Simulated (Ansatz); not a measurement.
Saddle point of SnH$_{5}$SF, singlet (SnH₄S ([SH][SnH3]) + HF → SnH₃F ([F][SnH3]) + H₂S; bonds formed: Sn1–F7, S2–H6; bonds broken: Sn1–S2, H6–F7), PBE0-D4/def2-TZVP structure:

```
8
angstrom
Sn -0.8151 -0.3173 -0.4279
S 1.0209 1.4729 0.5860
H -1.0778 0.7374 -1.7339
H -1.7383 -0.0618 0.9849
H -1.0591 -1.9416 -0.9093
H 1.5225 0.0531 0.0591
F 1.2642 -0.9917 -0.4111
H 0.8828 1.0490 1.8522
```

Energies are electronic, without zero-point energy. Barriers and step energies count from the start structure reached by relaxing down the imaginary mode; all methods use the PBE0-D4 structures, on which another method's saddle can fall below an end. Ansatz 0.2.0; basis: def2-TZVPP, with def2-QZVPP for the basis limit; cores frozen in the correlated methods. Filled d shells of the heavier atoms are correlated. Core potentials replace the inner electrons of the atoms past krypton. The def2 sets are not built for correlating such inner shells, so the correlated values are less sure here. B3LYP uses VWN-RPA correlation. Extrapolation: Hartree–Fock as exp(−7.88 √X), correlation as X^−2.97.

```csv
method,barrier (kJ/mol),step energy (kJ/mol)
SPW92,56.6,31.9
PBE-D4,74.1,22.7
BLYP-D4,79.0,10.3
r2SCAN-D4,78.4,14.8
B97M-V,84.6,1.9
PBE0-D4,92.4,25.3
B3LYP-D4,92.9,13.0
r2SCAN0-D4,?,19.8
BHLYP-D4,110.3,12.2
CAM-B3LYP-D4,?,7.8
wB97X-V,97.1,9.3
wB97M-V,95.9,13.1
B2PLYP,98.7,13.2
PBE-QIDH,104.1,24.9
RPA on PBE,?,11.3
HF,145.8,0.9
MP2,106.7,24.7
CCSD,116.9,15.6
CCSD(T),107.9,17.9
```

Problem. Fill in the withheld barriers. (To be estimated.)

Solution. Computed: RPA on PBE 101.9; CAM-B3LYP-D4 95.0; r2SCAN0-D4 94.2 kJ/mol. Each is the energy of the saddle less that of the start structure, by the same method.

For comparison, the barrier by CCSD(T) at an estimated basis limit (MP2 extrapolated from triple and quadruple zeta, plus CCSD(T) − MP2 in triple zeta) is 101.9 kJ/mol.

The T1 diagnostic stays at or below 0.014.

Labels in which every atom is bracketed show which atoms are joined, not bond orders.

For scale, one of the runs: CCSD(T)/def2-TZVPP, 193 basis functions, launched by `ansatz run in.yaml --threads 4 --pin off --events-out ev --progress --plain --max-ram 9574MiB`. Hardware: 4 CPU threads of an AMD EPYC, shared host. Wall time 2.1 min; peak host memory 2.4 GiB.
